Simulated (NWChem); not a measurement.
System: ZnH2Se; SMILES [SeH][ZnH]

NWChem printed, in part:

```
             Northwest Computational Chemistry Package (NWChem) 7.3.0
             --------------------------------------------------------

 C1  symmetry detected

                             Geometry "geometry" -> ""
                             -------------------------

 Output coordinates in angstroms (scale by  1.889725989 to convert to a.u.)

  No.       Tag          Charge          X              Y              Z
 ---- ---------------- ---------- -------------- -------------- --------------
    1 Zn                  30.0000    -0.01275187    -1.19901805     0.00012106
    2 H                    1.0000     0.63466472    -2.54125333    -0.00336882
    3 Se                  34.0000     0.03170833     1.08838858     0.00004037
    4 H                    1.0000    -1.33019191     1.50658311    -0.00163547

 Effective nuclear repulsion energy (a.u.)     269.4910240726

                                Z-matrix (autoz)
                                --------

 Units are Angstrom for bonds and degrees for angles

      Type          Name      I     J     K     L     M      Value
      ----------- --------  ----- ----- ----- ----- ----- ----------
    1 Stretch                  1     2                       1.49022
    2 Stretch                  1     3                       2.28784
    3 Stretch                  3     4                       1.42466
    4 Bend                     1     3     4               105.95647
    5 Bend                     2     1     3               153.13619
    6 Torsion                  2     1     3     4         179.62955

  pbe96 is a nonlocal functional; adding pw91lda local functional.

                           NWChem Geometry Optimization
                           ----------------------------

 maximum gradient threshold         (gmax) =   0.000450
 rms gradient threshold             (grms) =   0.000300
 maximum cartesian step threshold   (xmax) =   0.001800
 rms cartesian step threshold       (xrms) =   0.001200
 fixed trust radius                (trust) =   0.300000
 source of zmatrix                         =   autoz

          -------------------
          Energy Minimization
          -------------------

 Using diagonal initial Hessian
 Scaling for Hessian diagonals: bonds = 1.00  angles = 0.25  torsions = 0.10

          --------
          Step   0

                                 NWChem DFT Module
                                 -----------------

 Summary of "ao basis" -> "ao basis" (spherical)
 ------------------------------------------------------------------------------
       Tag                 Description            Shells   Functions and Types
 ---------------- ------------------------------  ------  ---------------------
 Zn                         def2-svp                11       31   5s3p2d1f
 H                          def2-svp                 3        5   2s1p
 Se                         def2-svp                12       32   5s4p3d

            General Information
            -------------------
          SCF calculation type: DFT
          Wavefunction type:  closed shell.
          No. of atoms     :     4
          No. of electrons :    66
           Alpha electrons :    33
            Beta electrons :    33
          Charge           :     0
          Spin multiplicity:     1
          Use of symmetry is: off; symmetry adaption is: off
          Maximum number of iterations: 150
          AO basis - number of functions:    73
                     number of shells:    29
          Convergence on energy requested:  1.00D-06
          Convergence on density requested:  1.00D-05
          Convergence on gradient requested:  5.00D-04

              XC Information
              --------------
          PerdewBurkeErnzerhof Exchange Functional  1.000
            Perdew 1991 LDA Correlation Functional  1.000 local
           PerdewBurkeErnz. Correlation Functional  1.000 non-local

             Grid Information
             ----------------
          Grid used for XC integration:  medium
          Radial quadrature: Mura-Knowles
          Angular quadrature: Lebedev.
          Tag              B.-S. Rad. Rad. Pts. Rad. Cut. Ang. Pts.
          ---              ---------- --------- --------- ---------
          Zn                  1.35      112          10.0       590
          H                   0.35       45          11.0       434
          Se                  1.15      112          10.0       590
          Grid pruning is: on
          Number of quadrature shells:   314
          Spatial weights used:  Erf1

           DFT-D3BJ Model
          s6 scale factor  :        1.000000000000
          s8 scale factor  :        0.787500000000
          a1 parameter     :        0.428900000000
          a2 parameter     :        4.440700000000
              vdW contrib  :       -0.002303919440

      Superposition of Atomic Density Guess
      -------------------------------------

 Sum of atomic energies:       -4178.07182318

      Non-variational initial energy
      ------------------------------

 Total energy =   -4178.505533
 1-e energy   =   -6366.030726
 2-e energy   =    1918.034170
 HOMO         =      -0.296940
 LUMO         =       0.022833

   convergence    iter        energy       DeltaE   RMS-Dens  Diis-err
 ---------------- ----- ----------------- --------- --------- ---------
 d= 0,ls=0.0,diis     1  -4180.9272892760 -4.45D+03  1.77D-02  3.30D-01
 d= 0,ls=0.0,diis     2  -4180.9162442706  1.10D-02  1.04D-02  4.16D-01
 d= 0,ls=0.0,diis     3  -4180.9649354032 -4.87D-02  3.37D-03  2.28D-02
 d= 0,ls=0.0,diis     4  -4180.9683131915 -3.38D-03  8.82D-04  5.52D-03
 d= 0,ls=0.0,diis     5  -4180.9689199132 -6.07D-04  2.14D-04  4.74D-04
  Resetting Diis
 d= 0,ls=0.0,diis     6  -4180.9689508662 -3.10D-05  5.99D-05  2.09D-05
 d= 0,ls=0.0,diis     7  -4180.9689541654 -3.30D-06  1.99D-05  4.22D-07
 d= 0,ls=0.0,diis     8  -4180.9689541142  5.12D-08  1.23D-05  7.53D-07
 d= 0,ls=0.0,diis     9  -4180.9689542253 -1.11D-07  1.71D-06  4.06D-08

         Total DFT energy =    -4180.968954225334
      One electron energy =    -6363.826277302358
           Coulomb energy =     2071.737839370308
    Exchange-Corr. energy =     -158.369236446484
 Nuclear repulsion energy =      269.491024072641

    Dispersion correction =       -0.002303919440

 Numeric. integr. density =       66.000010473020

                       DFT Final Molecular Orbital Analysis
                       ------------------------------------

 Vector   31  Occ=2.000000D+00  E=-2.953820D-01
              MO Center=  1.6D-01, -1.1D+00, -1.2D-03, r^2= 3.7D+00
   Bfn.  Coefficient  Atom+Function         Bfn.  Coefficient  Atom+Function
  ----- ------------  ---------------      ----- ------------  ---------------
     4      0.533109  1 Zn s                 32      0.282942  2 H  s
     3     -0.277424  1 Zn s                 40     -0.220560  3 Se s
    41     -0.200306  3 Se s                 48     -0.196874  3 Se px
    15      0.190521  1 Zn d -2              69      0.166907  4 H  s
    51     -0.160988  3 Se px                33      0.151302  2 H  s

 Vector   32  Occ=2.000000D+00  E=-2.435351D-01
              MO Center=  1.3D-01,  1.2D-01, -5.7D-04, r^2= 4.0D+00
   Bfn.  Coefficient  Atom+Function         Bfn.  Coefficient  Atom+Function
  ----- ------------  ---------------      ----- ------------  ---------------
    52      0.376968  3 Se py                49      0.365523  3 Se py
    13     -0.245290  1 Zn py                32      0.242533  2 H  s
    46     -0.236833  3 Se py                51      0.194721  3 Se px
    33      0.186032  2 H  s                 48      0.175056  3 Se px
    40      0.137274  3 Se s                 10      0.129883  1 Zn py

 Vector   33  Occ=2.000000D+00  E=-2.018844D-01
              MO Center=  3.4D-04,  9.4D-01,  2.1D-04, r^2= 2.0D+00
   Bfn.  Coefficient  Atom+Function         Bfn.  Coefficient  Atom+Function
  ----- ------------  ---------------      ----- ------------  ---------------
    53      0.610065  3 Se pz                50      0.482293  3 Se pz
    47     -0.312875  3 Se pz                14      0.146270  1 Zn pz
    44      0.101755  3 Se pz                16     -0.099723  1 Zn d -1
    11     -0.055298  1 Zn pz

 Vector   34  Occ=0.000000D+00  E=-5.567238D-02
              MO Center= -4.5D-01, -9.9D-01,  1.4D-03, r^2= 3.8D+00
   Bfn.  Coefficient  Atom+Function         Bfn.  Coefficient  Atom+Function
  ----- ------------  ---------------      ----- ------------  ---------------
     4      0.575301  1 Zn s                 12     -0.551216  1 Zn px
     5      0.532386  1 Zn s                 33     -0.513142  2 H  s
    52      0.399814  3 Se py                49      0.213241  3 Se py
     3     -0.193364  1 Zn s                 32     -0.189648  2 H  s
     9      0.175138  1 Zn px                70     -0.138413  4 H  s

[...]

      ----------------------
      Optimization converged
      ----------------------

  Step       Energy      Delta E   Gmax     Grms     Xrms     Xmax
  ---- ---------------- -------- -------- -------- -------- --------
@    6   -4180.97791795 -3.3D-08  0.00007  0.00003  0.00017  0.00036
                                     ok       ok       ok       ok

                                Z-matrix (autoz)
                                --------

 Units are Angstrom for bonds and degrees for angles

      Type          Name      I     J     K     L     M      Value     Gradient
      ----------- --------  ----- ----- ----- ----- ----- ---------- ----------
    1 Stretch                  1     2                       1.54228    0.00000
    2 Stretch                  1     3                       2.30563    0.00007
    3 Stretch                  3     4                       1.48846   -0.00000
    4 Bend                     1     3     4                89.34084    0.00001
    5 Bend                     2     1     3               179.67622    0.00000
    6 Torsion                  2     1     3     4         179.85029   -0.00000

                         Geometry "geometry" -> "geometry"
                         ---------------------------------

 Output coordinates in angstroms (scale by  1.889725989 to convert to a.u.)

  No.       Tag          Charge          X              Y              Z
 ---- ---------------- ---------- -------------- -------------- --------------
    1 Zn                  30.0000     0.24502149    -1.02620641    -0.00123737
    2 H                    1.0000     0.34446914    -2.56527742    -0.00270967
    3 Se                  34.0000     0.10935679     1.27542580     0.00095404
    4 H                    1.0000    -1.37541815     1.17075833    -0.00184986

 Effective nuclear repulsion energy (a.u.)     267.1065908998

                Final and change from initial internal coordinates
                --------------------------------------------------

                                Z-matrix (autoz)
                                --------

 Units are Angstrom for bonds and degrees for angles

      Type          Name      I     J     K     L     M      Value       Change
      ----------- --------  ----- ----- ----- ----- ----- ---------- ----------
    1 Stretch                  1     2                       1.54228    0.05206
    2 Stretch                  1     3                       2.30563    0.01779
    3 Stretch                  3     4                       1.48846    0.06380
    4 Bend                     1     3     4                89.34084  -16.61562
    5 Bend                     2     1     3               179.67622   26.54003
    6 Torsion                  2     1     3     4         179.85029    0.22074

 ==============================================================================
                                internuclear distances
 ------------------------------------------------------------------------------
       center one      |      center two      | atomic units |  angstroms
 ------------------------------------------------------------------------------
    2 H                |   1 Zn               |     2.91449  |     1.54228
    3 Se               |   1 Zn               |     4.35701  |     2.30563
    4 H                |   3 Se               |     2.81279  |     1.48846
 ------------------------------------------------------------------------------
                         number of included internuclear distances:          3
 ==============================================================================

[second-derivative integrals and response iterations left out]

  Vibrational analysis via the FX method

  See chapter 2 in "Molecular Vibrations" by Wilson, Decius and Cross

  Vib: Default input used

 ---------------------------- Atom information ----------------------------
     atom    #        X              Y              Z            mass
 --------------------------------------------------------------------------
    Zn       1  4.6302348D-01 -1.9392489D+00 -2.3382847D-03  6.3929100D+01
    H        2  6.5095228D-01 -4.8476714D+00 -5.1205274D-03  1.0078250D+00
    Se       3  2.0665436D-01  2.4102053D+00  1.8028674D-03  7.8918300D+01
    H        4 -2.5991634D+00  2.2124124D+00 -3.4957357D-03  1.0078250D+00
 --------------------------------------------------------------------------

[unprojected Hessian and modes left out]

        Vibrational analysis via the FX method
  --- with translations and rotations projected out ---
  --- via the Eckart algorithm                      ---
 Projected Nuclear Hessian trans-rot subspace norm:1.2371D-33
                         (should be close to zero!)

[projected Hessian left out]

 Rotational Constants
 --------------------
 A=   7.646324 cm-1  ( 11.001109 K)
 B=   0.085672 cm-1  (  0.123260 K)
 C=   0.084723 cm-1  (  0.121895 K)

 Temperature                      =   298.15K
 frequency scaling parameter      =   1.0000

 Zero-Point correction to Energy  =    8.296 kcal/mol  (  0.013221 au)
 Thermal correction to Energy     =   10.859 kcal/mol  (  0.017304 au)
 Thermal correction to Enthalpy   =   11.451 kcal/mol  (  0.018248 au)

 Total Entropy                    =   67.678 cal/mol-K
   - Translational                =   40.804 cal/mol-K (mol. weight = 144.8631)
   - Rotational                   =   22.880 cal/mol-K (symmetry #  =        1)
   - Vibrational                  =    3.994 cal/mol-K

 Cv (constant volume heat capacity) =   11.765 cal/mol-K
   - Translational                  =    2.979 cal/mol-K
   - Rotational                     =    2.979 cal/mol-K
   - Vibrational                    =    5.806 cal/mol-K

[normal modes left out]

 ----------------------------------------------------------------------------
 Normal Eigenvalue ||           Projected Infra Red Intensities
  Mode   [cm**-1]  || [atomic units] [(debye/angs)**2] [(KM/mol)] [arbitrary]
 ------ ---------- || -------------- ----------------- ---------- -----------
    1       -0.000 ||    0.000000           0.000         0.000       0.000
    2       -0.000 ||    0.000122           0.003         0.119       0.046
    3       -0.000 ||    0.000327           0.008         0.319       0.124
    4        0.000 ||    0.005217           0.120         5.086       1.976
    5        0.000 ||    0.000156           0.004         0.152       0.059
    6        0.000 ||    0.000123           0.003         0.120       0.046
    7      283.772 ||    0.011170           0.258        10.889       4.230
    8      383.411 ||    0.068757           1.586        67.028      26.041
    9      410.985 ||    0.054981           1.268        53.598      20.824
   10      555.540 ||    0.003776           0.087         3.681       1.430
   11     1830.701 ||    0.157702           3.638       153.736      59.729
   12     2341.583 ||    0.014507           0.335        14.142       5.494
 ----------------------------------------------------------------------------
```

Level: PBE-D3(BJ)/def2-SVP. This build's default masses of Se (78.918 u) and Br (79.917 u) are each other's, which moves their modes by up to 0.6 %.

Problem. Which NWChem input produces such a log?

Solution. One answer among several that fit: the input that was run:
```
start job
memory heap 200 mb stack 900 mb global 1100 mb
geometry units angstroms
  Zn    -0.749882    -0.612932    -0.779711
  H     -1.561564    -0.740350    -2.022970
  Se     0.629899     0.521823     0.649534
  H      0.879234    -0.362786     1.738093
end
basis spherical
  * library def2-svp
end
dft
  xc xpbe96 cpbe96
  disp vdw 4
  iterations 150
end
driver
  maxiter 120
end
task dft optimize
task dft freq
```
